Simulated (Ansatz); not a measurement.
Program: Ansatz. Geometries: PBE0-D4/def2-TZVP. ΔE: electronic, gas phase. CBS: MP2 limit from def2 TZ/QZ plus the TZ coupled-cluster correction, frozen cores. This one scheme is used for every species, atoms too. DFT in def2-TZVPP. Open shells (•) are unrestricted, without spin–orbit coupling. Spin–orbit coupling would lower the free atoms: a little for B, Cl. Bonds to Zn are less sure, by a few kJ/mol each and by 10 to 20 or more in all where they break to atoms, as the def2 sets lack core-valence functions. Scalar relativity is left out up to krypton.

`Cl[BH][ZnH]` → B• + Cl• + 2 H• + Zn (atom)  (atomization)

CCSD(T)/CBS gives +1188.4 kJ/mol.

Another level gave +1218.1 kJ/mol. Which?
A. BHLYP-D4/def2-TZVPP
B. ωB97X-V/def2-TZVPP
C. HF/def2-TZVPP
D. LC-ωPBE/def2-TZVPP

B. ωB97X-V 1218.1, HF/def2-TZVPP 907.0, BHLYP-D4 1167.4, LC-ωPBE 1227.2 kJ/mol.

Largest T1 diagnostic among the species: 0.017.

In def2-TZVPP, CCSD(T) changes the Hartree–Fock value by +255.5 kJ/mol (the triples alone add +19.9 kJ/mol) and MP2 by +290.3 kJ/mol; breaking electron pairs costs correlation energy, which Hartree–Fock lacks. From r2SCAN to r2SCAN0 (25 % exact exchange), in def2-TZVPP and without D4, ΔE moves by −18.8 kJ/mol: exact exchange takes away binding that semilocal exchange gives to molecules. The D4 term adds +14.2 kJ/mol with B3LYP and +7.2 kJ/mol with PBE0; it sums over pairs of atoms, weighted by their polarisabilities, and B3LYP, whose exchange is more repulsive, gets the larger term.

B3LYP here is the variant with VWN-RPA as its local correlation; programs differ in this.

For atomizations the MP2-based limit and the directly extrapolated one differ by several kJ/mol either way, and by 10 to 25 for some Ge, Se and Sn compounds, so smaller differences from it don't rank the levels.
